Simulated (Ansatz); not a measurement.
## Pulling the pair apart

The pair of H3O⁺ (SMILES [OH3+], atoms 1–4) and H2 (SMILES [H][H], atoms 5–6), both closed shells, in one local arrangement (a lower one may exist), relaxed at PBE0-D4/def2-TZVP:

```
6
angstrom
O -0.1435 0.1335 -0.8607
H -0.0407 0.0596 0.1377
H -0.5916 -0.6326 -1.2659
H 0.6824 0.3706 -1.3229
H -0.1894 0.3305 1.6743
H 0.2829 -0.2616 1.6376
```

H2 is shifted rigidly along the line between the mean atom positions of the two fragments (negative: closer). Counterpoise interaction energies in kcal/mol. Program: Ansatz 0.2.0. Basis: def2-TZVPPD. Cores are frozen in the correlated methods.

```csv
shift (Å),MP2,r2SCAN-D4,HF
-0.16,-4.63,-5.99,-1.68
-0.08,-5.36,-6.54,-2.83
0.00,-5.70,-6.70,-3.55
0.08,-5.76,-6.62,-3.94
0.19,-5.56,-6.25,-4.12
0.39,-4.75,-5.20,-3.83
0.78,-3.01,-3.20,-2.65
1.57,-1.16,-1.18,-1.11
```

What does CCSD(T) give at these shifts? (To be estimated.)

By the calculation: -4.43, -5.20, -5.57, -5.67, -5.50, -4.71, -2.98, -1.15 kcal/mol. For zero shift, CCSD(T) at an estimated basis limit (MP2 extrapolated from triple and quadruple zeta, plus CCSD(T) − MP2 in triple zeta) gives -5.91 kcal/mol. These are counterpoise interaction energies, counted from the two frozen fragments.

The T1 diagnostic stays at or below 0.007.

For scale, one of the runs: CCSD(T)/def2-TZVPPD, 125 basis functions, launched by `ansatz run in.yaml --threads 2 --pin off --events-out ev --progress --plain --max-ram 5222MiB`. Hardware: 2 CPU threads of an Arm Neoverse V1, shared host. Wall time about 3.1 s.
